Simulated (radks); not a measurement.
Values are calculated unless marked as measured or tabulated.
Pb XLV, configuration [Kr] 4d2.

Level of theory: scalar-relativistic Kohn-Sham, revPBE, spin-polarised, spherical densities, finite nucleus; open shells are filled with parallel spins first (spin-orbit coupling, left out, can overturn this in heavy ions); Fermi nuclear charge, rms radius 5.5012 fm (a radial shooting solver on a logarithmic mesh with Libxc functionals).

Energy parts (hartree):
| part | energy |
|---|---|
| total | -19588.3333 |
| kinetic | 22290.2002 |
| electron-nucleus | -45720.6610 |
| Hartree | 4143.5222 |
| exchange-correlation | -301.3947 |

Orbitals (lengths in bohr, moments of r in powers of bohr):
| orbital | occ. | eigenvalue (hartree) | <1/r> | <r^4> |
|---|---|---|---|---|
| 1s up | 1 | -3314.795 | 101.3 | 3.537e-07 |
| 1s down | 1 | -3314.794 | 101.3 | 3.537e-07 |
| 2s up | 1 | -657.1195 | 23.80 | 0.00005087 |
| 2s down | 1 | -657.0205 | 23.80 | 0.00005086 |
| 2p up | 3 | -574.9979 | 20.92 | 0.00004216 |
| 2p down | 3 | -574.9162 | 20.92 | 0.00004215 |
| 3s up | 1 | -214.6401 | 8.930 | 0.001734 |
| 3s down | 1 | -214.5919 | 8.931 | 0.001731 |
| 3p up | 3 | -190.9704 | 8.097 | 0.001900 |
| 3p down | 3 | -190.9159 | 8.098 | 0.001896 |
| 3d up | 5 | -167.4393 | 7.596 | 0.001417 |
| 3d down | 5 | -167.3563 | 7.596 | 0.001414 |
| 4s up | 1 | -98.32125 | 4.269 | 0.02612 |
| 4s down | 1 | -98.05287 | 4.268 | 0.02616 |
| 4p up | 3 | -89.59393 | 3.941 | 0.03080 |
| 4p down | 3 | -89.33009 | 3.939 | 0.03088 |
| 4d up | 2 | -80.30394 | 3.690 | 0.03175 |
| 4d down | 0 | -80.04048 | 3.688 | 0.03185 |

The highest occupied level is 4d up at -2185.2 eV. Spin moment in Bohr magnetons: 2. For comparison, the ionisation energy in NIST's Atomic Spectra Database is 2230 eV (theoretical). In exact Kohn-Sham theory the highest level is minus the ionisation energy, but local and semilocal functionals leave it too shallow, through self-interaction and a potential that decays too fast; potentials with the right tail come closer. Summed over all electrons, <r^2> = 2.063 bohr^2, which gives a Langevin (diamagnetic) susceptibility term of -1.63 x 10^-6 cm^3/mol. The electron density at the nucleus is 2.96e+06 e/bohr^3 (large components only). The density falls to 0.001 e/bohr^3 at r = 0.95 bohr.
